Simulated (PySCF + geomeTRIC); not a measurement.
Species: H3Al, SMILES `[AlH3]` (charge 0, multiplicity 1).

Question: Give a relaxed geometry from PBE0-D3(BJ)/def2-TZVP run with PySCF + geomeTRIC.

Answer: the end point of this relaxation (outside a Z-matrix the atoms follow the SMILES, hydrogens last).
Z-matrix (Å, degrees):
```
Al
H 1 1.5857
H 1 1.5857 2 120.00
H 1 1.5857 2 120.00 3 179.95
```
